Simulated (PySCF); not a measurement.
Computed properties of C4H8BN, SMILES C=C1CNB1C

C₄H₈BN, SMILES C=C1CNB1C. The structure is a stationary point at B3LYP-D3(BJ)/def2-SVP. The structure was generated by enumeration, and PubChem lists no compound with its InChIKey, so it may never have been made. The values are those of a single conformer. All values are computed for the isolated molecule unless a solvent is named; none is compared with measurement here.

**Structure.** The optimised structure has Cs symmetry. All 36 harmonic modes at B3LYP-D3(BJ)/def2-SVP (PySCF) are real, so it is a minimum. With heavy atoms numbered as in [CH2:1]=[C:2]1[CH2:3][NH:4][B:5]1[CH3:6], the shortest bond between them is C1–C2 at 1.334 Å and the longest C2–B5 at 1.590 Å.

**Vibrations.** The strongest infrared lines (harmonic, unscaled, degenerate partners summed) lie at 1511 cm⁻¹ (92 km/mol, H 50 %, B 27 %, N 15 %), 1463 cm⁻¹ (78 km/mol, H 69 %, B 14 %, C 10 %), 2997 cm⁻¹ (73 km/mol, H 95 %). The softest mode is at 86 cm⁻¹ and the zero-point energy is 73.2 kcal/mol.

**Electronic structure.** B3LYP/def2-TZVP (PySCF) places the frontier levels at -7.02 and -0.70 eV, a gap of 6.32 eV, and gives a dipole moment of 1.20 D and a mean polarisability of 69.8 bohr³. PBE/def2-TZVP (PySCF) at the same geometry gives -6.11 and -1.46 eV, so its gap is 1.67 eV narrower. An orbital gap is neither the optical nor the fundamental gap.

**Excitations.** TDDFT-B3LYP/def2-SVPD (PySCF) has S1 at 5.64 eV (220 nm, f = 0.000, dark); the most intense of the 10 singlets computed lies at 6.34 eV (f = 0.29). T1 (TDA) is at 3.92 eV. TDDFT-PBE/def2-SVPD (PySCF) puts S1 at 5.24 eV. No vertical singlet excitation falls in the visible range (under 3.1 eV).

**NMR.** GIAO shifts at HF/pcSseg-1 (PySCF) (non-relativistic, atoms alike by connectivity averaged): ¹³C from 2.1 to 159.6 ppm against TMS; ¹H from 0.8 to 5.8 ppm against TMS; ¹¹B at 33.6 ppm against BF3.
